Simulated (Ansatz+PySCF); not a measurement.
# triplet CoH₂O(+): levels of theory in one basis

```tsv
atom	x (Å)	y (Å)	z (Å)
Co	0.0000	0.0000	0.0000
O	0.0000	0.0000	2.0000
H	0.7750	0.0000	2.5750
H	-0.7750	0.0000	2.5750
```

Basis set: def2-SVP (spherical functions). Left uncorrelated: 6 orbitals. Correlation on ROHF uses semicanonical orbitals with singles. Charge 1, multiplicity 3.

Computed with Ansatz (development build ahead of 0.2.0); each method stands on the lowest determinant of its kind that the runs found.

```tsv
method	E − E(ROHF) (eV)	<S²> of the determinant
ROHF	0.00	2.00
UHF	-1.13	2.97
UHF-MP2	-13.24	2.97
```

What does ROHF-MP2 give on the same scale?

-13.87 eV.

The restricted and unrestricted rows may stand on different electronic states: another unrestricted solution lies nearer the restricted one.

Caution: another spin multiplicity may lie lower. Caution for ROHF, ROHF-MP2: an unrestricted determinant lies well below. Caution for UHF, UHF-MP2: the unrestricted determinant is a mixture of spin states; the determinant may break the point group.
